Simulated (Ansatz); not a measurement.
Gas-phase electronic energies from Ansatz, PBE0-D4/def2-TZVP geometries. CCSD(T)/CBS is the MP2 limit (def2-TZVPP, def2-QZVPP) plus CCSD(T) − MP2 in def2-TZVPP, frozen cores. This one scheme is used for every species. Functionals use def2-TZVPP. B3LYP here is the variant with VWN-RPA as its local correlation; programs differ in this. For Ge outer-core shells are correlated without core-valence functions, which leaves a few kJ/mol of doubt a bond. Scalar relativity is left out up to krypton. Each species was taken in one conformer, which may not be the lowest.

`N[CH](O)[GeH3]` + `N[SiH3]` → `NC(O)N[SiH3]` + GeH₄  (substitution at a C–Ge bond)

| level | ΔE (kJ/mol) | difference from CCSD(T)/CBS |
| --- | --- | --- |
| PBE-D4 | -18.3 | -2.2 |
| r2SCAN-D4 | -21.6 | -5.5 |
| PBE0-D4 | -22.2 | -6.1 |
| B3LYP-D4 | -20.1 | -4.0 |
| ωB97X-V | -24.8 | -8.7 |
| r2SCAN | -20.9 | -4.8 |
| B3LYP | -17.9 | -1.8 |
| CCSD/def2-TZVPP | -22.0 | -5.9 |
| HF/CBS(def2) | -30.4 | -14.3 |
| MP2/CBS(def2) | -12.7 | 3.4 |
| CCSD(T)/CBS | -16.1 | 0 |

Largest T1 diagnostic among the species: 0.012.

In def2-TZVPP, CCSD(T) changes the Hartree–Fock value by +8.5 kJ/mol (the triples alone add +0.1 kJ/mol) and MP2 by +11.9 kJ/mol. From PBE to PBE0 (25 % exact exchange), in def2-TZVPP and without D4, ΔE moves by −4.1 kJ/mol.
